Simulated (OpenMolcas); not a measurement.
Cu2+ among 6 point charges of -1.5 e arranged as an octahedron (Oh).

- Program: OpenMolcas 26.06
- Method: CASSCF
- Basis: ANO-RCC-VDZP [5s4p2d1f]
- Scalar Hamiltonian: DKH2, point nucleus
- Active space: 9 electrons in 5 orbitals (3d)
- State averaging: 2S+1 = 2 even, 5 roots
- Spin-orbit coupling: state interaction with AMFI integrals over the reference wave functions

All point charges move together. At R = 1.69 Å |10Dq| is 5554 cm-1, and at R = 2.05 Å it is 2426 cm-1.

A third run gives 3795 cm-1. What distance was it run at?

With a power law R^-n the two known points give n = -ln(2426 / 5554) / ln(2.05 / 1.69) = 4.29. Then R = 1.69 × (5554 / 3795)^(1/4.29) = 1.847 Å. The run was at 1.85 Å, so the estimate is off by -0.003 Å.

An orbital doublet at a regular site is open to a Jahn-Teller distortion, which this geometry leaves out. The ground term spreads over less than 5000 cm-1, several times less than with real ligands, so orbital moments are less quenched and χT lies further from the spin-only value than at real sites (holds for R = 1.85; R = 2.05). This is an electrostatic model: the charges have no orbitals. No measured value stands beside these numbers.
